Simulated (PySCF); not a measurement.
CF3, SMILES F[C](F)F (connectivity only; charge and spin as stated), charge +1, multiplicity 1.

Geometry: B3LYP-D3(BJ)/def2-TZVP. The multiplicity is an assumed one; other spin states were not compared. The isomer is the one that the SMILES or the coordinates give; other isomers of the formula were not compared.

All values below come from B3LYP-D3(BJ)/def2-TZVP run with PySCF.

No scaling factor is applied to the harmonic values.

Modes within 1.5 cm⁻¹ of each other (mostly degenerate sets) share a row, with their intensities summed.

```csv
mode,ν (cm⁻¹),IR (km/mol),Raman (Å⁴/amu),depolarisation,moving atoms (share of kinetic energy)
1–2,587,23.9,2.1,0.75,"F 91 %, C 9 %"
3,798,62.7,0.0,–,"C 83 %, F 17 %"
4,1048,0.0,6.4,0.06,F 100 %
5–6,1660,876.1,1.1,0.75,"C 74 %, F 26 %"
```
